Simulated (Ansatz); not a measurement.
Cartesian coordinates (Å):
SMILES: Bc1ccc(O)s1
```xyz
12

B     -2.3249     0.7693     0.2778
C     -0.9043     0.2914     0.1044
C     -0.4347    -0.9017    -0.4411
C      0.9610    -1.0450    -0.4579
C      1.5906     0.0621     0.0876
O      2.9126     0.1922     0.1975
S      0.4667     1.2579     0.6105
H     -2.5720     1.8438     0.7750
H     -3.2251     0.0511    -0.0936
H     -1.1266    -1.6556    -0.8218
H      1.5147    -1.9013    -0.8418
H      3.1420     1.0359     0.6034
```
Charge 0, multiplicity 1.

These are frozen-core CCSD(T)/cc-pVTZ // PBE0-D3(BJ)/def2-SVP run with Ansatz (an electronic-structure program) values and carry that method's errors. The restricted HF reference is unstable towards unrestricted orbitals.

```
Quantity                       Result
----------------------  -------------
HF energy               -651.53555 Ha
MP2 correlation energy    -1.14238 Ha
```

### Question
Estimate the CCSD correlation energy, the (T) correction, the total energy and the T1 diagnostic.

### Answer

The CCSD correlation energy is -1.17025 Ha. The (T) correction is -0.06174 Ha and the CCSD(T) total energy is -652.76754 Ha. The T1 diagnostic is 0.015.
